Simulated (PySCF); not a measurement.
Compound: C3H8SSi.
Z-matrix (Å and degrees, GFN2-xTB geometry), rows numbered from 1:
```
C 
S   1  1.8158
C   2  1.7977  1   99.06
C   3  1.5294  2  115.89  1  -150.05
Si  4  1.8803  3   66.70  2   114.20
H   1  1.0867  2  109.46  3   -60.41
H   1  1.0851  2  107.05  3  -179.65
H   1  1.0873  2  109.26  3    60.68
H   3  1.0846  2  110.57  1    75.72
H   4  1.0816  3  115.71  5   115.46
H   4  1.0813  3  114.90  5  -112.32
H   5  1.4486  3  117.29  4   104.19
H   5  1.4503  3  115.85  4  -106.03
```

NICS = −σ at a ghost point: NICS(0) at the centroid of the ring atoms, NICS(1) 1 Å to either side along the normal of their mean plane, zz for the tensor component along that normal. Level: GIAO PBE0/pcSseg-1 (PySCF, non-relativistic, gas phase) on the GFN2-xTB geometry, one conformer.

Ring bond lengths (Å), with Mayer bond orders in brackets: C3–C4 1.529 (0.88), C4–Si5 1.880 (0.96), Si5–C3 1.897 (0.88).

Question: What do the NICS probes read (ppm)?

Answer: 
```csv
ring,type,NICS(0),"NICS(1), two faces","NICS(1)zz, two faces",rms pucker (Å),"centre to ring atoms, mean (Å)"
C3–C4–Si5,3-membered ring with Si; formal bonds all single,-27.8,-9.1 / -7.5,-18.9 / -14.6,0.00,1.02
```

Question: What do they say, and how far can they be read as aromaticity?

Answer: 
- C3–C4–Si5: mean NICS(1)zz -16.8 ppm, shielded. C3, C4, Si5 have four or more neighbours; no verdict on aromaticity is drawn. The two faces differ by 4.3 ppm, so no symmetry operation interchanges them. NICS(0) lies 20 ppm below the mean NICS(1).

Question: At the first NICS(1) probe listed for ring C3–C4–Si5, 1 Å off the ring, what do the in-plane components average?

Answer: The isotropic value is a third of the trace: (3 × -9.1 − (-18.9))/2 = -4.2 ppm.

Question: Give the inner angles of the rings and the Hirshfeld charges of the ring atoms.

Answer: 
- C3–C4–Si5: C3 65.5° (-0.127 e), C4 66.7° (-0.167 e), Si5 47.8° (+0.295 e); sum 180.0° against 180° for a flat convex ring.

Question: What are the shieldings of the ring atoms and their hydrogens in the same run (means over atoms taken as equivalent)?

Answer: 
```csv
atoms,environment,σ isotropic (ppm)
C3,sp3 carbon bound to sulfur,164.5
C4,sp3 carbon bound to silicon,181.7
Si5,SiH2 silicon,499.1
H9,methine hydrogen,29.24
H10,methylene hydrogen,30.51
H11,methylene hydrogen,30.87
H12,Si–H hydrogen,29.38
H13,Si–H hydrogen,29.00
```
